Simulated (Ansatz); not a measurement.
Here is a job for Ansatz (a program for electronic structure).
Ansatz 0.2 input:
```yaml
crystal:
  periodic: [false, false, false]
  atoms:
    - {symbol: B, position_ang: [-0.00000000, -0.00000000, -0.77001619]}
    - {symbol: F, position_ang: [0.00000000, 0.00000000, 0.42778677]}
basis:
  gaussian:
    orbitals: 6-311G__.json
total_charge: 1
magnetization: {spin_polarized: true, initial_magnetization: 1}
correlation: {method: ccsd_t, electrons: outside_noble_gas}
accuracy: high
```
The basis file holds 6-311G** in the JSON format of the Basis Set Exchange.

### Question
Give the T1 diagnostic at the level CCSD(T)/6-311G** run with Ansatz.

### Answer
0.020

### Question
What is the computed total energy (CCSD(T)/6-311G**)?

### Answer
-124.027752 Ha

### Question
What is the computed SCF-reference <S^2> (CCSD(T)/6-311G**)?

### Answer
0.754
